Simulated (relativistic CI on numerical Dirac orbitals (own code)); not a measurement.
Ti4+ in a cubic cluster: L2,3 absorption with charge transfer

Computed with a charge-transfer multiplet model of a cubic metal-ligand cluster with up to 2 ligand holes, Slater and spin-orbit integrals from Dirac-Coulomb-Breit ions, Slater integrals scaled by 0.7. The ground state mixes d0 with configurations of k ligand holes L, whose averages lie at kΔ + k(k − 1)U_dd/2; a core hole lowers each added d electron by U_cd. 300 K, Lorentzian 0.4 eV and Gaussian 0.3 eV FWHM.

Atomic integrals in eV (Slater integrals scaled, ζ unscaled), ground: F2dd 5.756, F4dd 3.579, zeta_d 0.013; with the core hole: F2dd 5.756, F4dd 3.579, zeta_d 0.032, zeta_core 3.741, F2cd 4.433, G1cd 3.312, G3cd 1.881. Where a configuration has fewer than two d electrons, the dd integrals are those of d2.

Cluster parameters (eV): U_dd = 4.8, U_cd = 6.2, 10Dq = 1.85, 10Dq(ligand) = 1.3, V(eg) = 2.95, V(t2g) = -1.36, final-state hopping factor = 0.8.

| Case | n_d | d0 | d1L | d2L2 | S |
| --- | --- | --- | --- | --- | --- |
| Δ = 0.1 eV | 0.93 | 0.26 | 0.54 | 0.19 | 0.00 |
| Δ = 1.1 eV | 0.85 | 0.31 | 0.53 | 0.16 | 0.00 |
| Δ = 2.1 eV | 0.77 | 0.36 | 0.51 | 0.13 | 0.00 |

Weights, n_d and S are thermal averages at 300 K. Photon energies count from the first peak over 30 % of the highest in each spectrum, which can be another peak from case to case. The parameters are a model scan and need not match a compound or its usual spin state. Peaks in eV (height, largest 100):
- Δ = 0.1 eV: 0.0 (63), 2.5 (87), 3.9 (25), 5.7 (70), 6.8 (40), 8.1 (100)
- Δ = 1.1 eV: 0.0 (59), 2.5 (82), 4.3 (23), 5.6 (65), 7.1 (43), 8.1 (100)
- Δ = 2.1 eV: 0.0 (58), 2.5 (89), 4.7 (26), 5.6 (67), 7.5 (55), 8.2 (100)

Curve for Δ = 1.1 eV (points under 2 left out, the grid thinned):

(E (eV), Intensity): (-1.9, 2.4), (-1.6, 4.1), (-1.3, 4.7), (-1.0, 7.2), (-0.6, 10.3), (-0.3, 28.4), (0.0, 58.8), (0.3, 28.4), (0.6, 10.7), (0.9, 7.6), (1.3, 7.8), (1.6, 10.4), (1.9, 20.5), (2.2, 54.7), (2.5, 82.4), (2.8, 55.1), (3.2, 21.0), (3.5, 15.5), (3.8, 16.8), (4.1, 22.0), (4.4, 22.4), (4.7, 20.6), (5.1, 33.0), (5.4, 57.1), (5.7, 63.2), (6.0, 44.1), (6.3, 29.8), (6.6, 30.3), (6.9, 36.4), (7.3, 38.8), (7.6, 37.6), (7.9, 78.0), (8.2, 95.7), (8.5, 60.2), (8.8, 28.9), (9.2, 13.1), (9.5, 8.9), (9.8, 7.1), (10.1, 5.8), (10.4, 4.3), (10.7, 3.7), (11.1, 3.9), (11.4, 4.0), (11.7, 2.8), (12.0, 2.1)

A d0 ion has no d-d gap: its lowest excitations are ligand-to-metal charge transfer. With the core hole the configuration with one ligand hole lies at Δ + U_dd − U_cd = -1.3, -0.3, 0.7 eV from the one without, in the order of the table; where this is negative the screened configuration lies lower, though the effective hopping of about 5.1 eV (from the holes of the mixed ground state) mixes the two strongly wherever it is as large as the gap.

With at most 2 ligand holes the space is cut while the next configuration still counts, so covalency is underestimated, and a final configuration with one more ligand hole, which can lie low, is missing from the spectra.
